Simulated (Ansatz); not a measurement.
```yaml
crystal:
  periodic: [false, false, false]
  atoms:
    - {symbol: O, position_ang: [-1.004573, 1.032143, -0.258570]}
    - {symbol: Hf, position_ang: [0.248561, -0.352351, 0.002754]}
    - {symbol: F, position_ang: [0.107129, -1.579512, -1.431316]}
    - {symbol: Cl, position_ang: [-0.220568, -1.473318, 2.004948]}
    - {symbol: Br, position_ang: [2.563756, 0.595632, 0.046625]}
    - {symbol: H, position_ang: [-1.652307, 1.713505, -0.410542]}
basis:
  gaussian: {orbitals: def2-TZVPP, fitting: {mean_field: cc-pVTZ-jkfit}}
hamiltonian: {xc: {name: HF}}
accuracy: high
output: {forces: true}
```

```sh
$ ansatz run in.yaml --threads 4 --pin off --events-out ev --progress --plain --max-ram 10444MiB
```

**Question.** How does Ansatz answer? (Best estimate.)

**Answer.** The calculation gave: The program refused the input.
```
Functional definition: HF
Error: <dir> the basis set cc-pVTZ-JKFIT has no functions for Hf
```
